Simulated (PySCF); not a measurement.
C₃H₅ClSi, SMILES C#C[Si@@H](C)Cl. Heavy atoms are numbered as in [CH:1]#[C:2][Si@@H:3]([CH3:4])[Cl:5]. Hydrogens are named by the atom that carries them.

The structure is a stationary point at B3LYP-D3(BJ)/def2-SVP. The structure was generated by enumeration; whether it is a known compound was not checked.

All values below come from HF/def2-TZVP in PySCF.

Atomic charges (e), one atom of each kind:

```
atom       Mulliken  Löwdin
---------  --------  ------
C1 (CH)       -0.20       …
C2            -0.28       …
Si3 (SiH)      0.74    0.07
C4 (CH3)      -0.50       …
Cl5           -0.33       …
H on C1        0.21    0.13
H on Si3      -0.04   -0.04
H on C4        0.13    0.13
```

### Question
What belongs in the gaps? (An estimate is asked for; the answer gives what the named calculation found.)

### Answer

- C1 (CH), Löwdin: -0.07
- C2, Löwdin: -0.22
- C4 (CH3), Löwdin: -0.43
- Cl5, Löwdin: 0.18

### Question
Give the Mayer and Wiberg (Löwdin basis) orders of the bonds. (The exact figures need the calculation; the answer reports its results.)

### Answer

| bond | Mayer | Wiberg |
|---|---|---|
| C1–C2 | 2.84 | 3.01 |
| C2–Si3 | 0.92 | 1.12 |
| Si3–C4 | 1.01 | 1.20 |
| Si3–Cl5 | 1.03 | 1.70 |
